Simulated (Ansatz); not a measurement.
Steps of a relaxation of C$_{6}$H$_{3}$In (`C#[C][In]([C]#C)[C]#C`) with RKS PBE0-D4/def2-TZVP.

```sh
$ ansatz run in.yaml --threads 2 --pin off --events-out ev --progress --plain --max-ram 32768MiB --backend cuda --devices 0, --max-vram 18GiB
```

```yaml
crystal:
  periodic: [false, false, false]
  atoms:
    - {symbol: C, position_ang: [-0.469830, -3.174480, 0.934160]}
    - {symbol: C, position_ang: [-0.302510, -2.030830, 0.594110]}
    - {symbol: In, position_ang: [0.000180, 0.001760, -0.001900]}
    - {symbol: C, position_ang: [1.610190, 0.501580, -1.319480]}
    - {symbol: C, position_ang: [2.516050, 0.781630, -2.062910]}
    - {symbol: C, position_ang: [-1.308930, 1.532020, 0.721180]}
    - {symbol: C, position_ang: [-2.044880, 2.393120, 1.131430]}
    - {symbol: H, position_ang: [-0.618170, -4.177950, 1.229180]}
    - {symbol: H, position_ang: [3.309540, 1.025920, -2.716140]}
    - {symbol: H, position_ang: [-2.691630, 3.147220, 1.490380]}
basis:
  gaussian: {orbitals: def2-TZVP}
hamiltonian: {xc: pbe0, dispersion: d4}
relax: {f_tol: 0.005, max_steps: 150}
```

Positions (Å) and forces (eV/Å) along the path, 5 of 5 steps:

```xyz
10
step=1 energy=-11433.0456 eV
C    -0.470   -3.174    0.934    0.010    0.090   -0.035
C    -0.303   -2.031    0.594    0.190    1.255   -0.364
In    0.000    0.002   -0.002   -0.003   -0.001    0.001
C     1.610    0.502   -1.319   -0.990   -0.306    0.811
C     2.516    0.782   -2.063   -0.080   -0.027    0.061
C    -1.309    1.532    0.721    0.815   -0.947   -0.448
C    -2.045    2.393    1.131    0.055   -0.070   -0.034
H    -0.618   -4.178    1.229   -0.056   -0.386    0.118
H     3.310    1.026   -2.716    0.307    0.096   -0.249
H    -2.692    3.147    1.490   -0.250    0.295    0.140
10
step=2 energy=-11433.1505 eV
C    -0.458   -3.097    0.911    0.004    0.057   -0.025
C    -0.290   -1.950    0.571   -0.041   -0.297    0.092
In    0.000    0.001   -0.001   -0.001   -0.001    0.000
C     1.544    0.481   -1.266    0.237    0.074   -0.193
C     2.453    0.763   -2.011   -0.047   -0.017    0.034
C    -1.256    1.471    0.692   -0.190    0.226    0.108
C    -1.993    2.334    1.103    0.034   -0.046   -0.023
H    -0.607   -4.108    1.208   -0.010   -0.080    0.027
H     3.252    1.009   -2.669    0.065    0.022   -0.051
H    -2.645    3.095    1.464   -0.051    0.063    0.030
10
step=3 energy=-11433.1602 eV
C    -0.460   -3.114    0.916   -0.001    0.019   -0.013
C    -0.292   -1.967    0.576    0.001   -0.008    0.007
In    0.000    0.001   -0.001   -0.001   -0.001    0.000
C     1.558    0.485   -1.278    0.008    0.003   -0.006
C     2.466    0.767   -2.023   -0.017   -0.007    0.010
C    -1.267    1.484    0.698   -0.004    0.008    0.005
C    -2.005    2.348    1.109    0.010   -0.017   -0.009
H    -0.610   -4.127    1.213   -0.002   -0.020    0.009
H     3.267    1.015   -2.681    0.017    0.007   -0.012
H    -2.657    3.110    1.470   -0.012    0.017    0.008
10
step=4 energy=-11433.1603 eV
C    -0.461   -3.115    0.916   -0.003    0.000   -0.006
C    -0.292   -1.968    0.576    0.002    0.001    0.004
In    0.000    0.001   -0.001    0.000    0.000    0.000
C     1.558    0.485   -1.278    0.000    0.000    0.001
C     2.466    0.767   -2.023   -0.002   -0.002   -0.001
C    -1.267    1.484    0.699    0.002    0.000    0.001
C    -2.005    2.348    1.109   -0.002   -0.003   -0.002
H    -0.610   -4.128    1.214    0.001   -0.001    0.003
H     3.268    1.016   -2.682    0.002    0.002    0.000
H    -2.657    3.111    1.470    0.000    0.002    0.001
10
step=5 energy=-11433.1603 eV
C    -0.461   -3.116    0.915    0.000    0.000    0.000
C    -0.291   -1.968    0.578    0.000    0.000    0.000
In    0.000    0.000   -0.001    0.000    0.000    0.000
C     1.558    0.485   -1.278    0.000    0.000    0.000
C     2.466    0.767   -2.023    0.000    0.000    0.000
C    -1.266    1.484    0.700    0.000    0.000    0.000
C    -2.005    2.348    1.108    0.000    0.000    0.000
H    -0.611   -4.129    1.213    0.000    0.000    0.000
H     3.268    1.017   -2.681    0.000    0.000    0.000
H    -2.657    3.112    1.469    0.000    0.000    0.000
```

Run time 14 s (2 threads of an AMD EPYC 7R13 on a shared host and a share of an NVIDIA H100 80 GB); peak host memory 0.87 GiB.
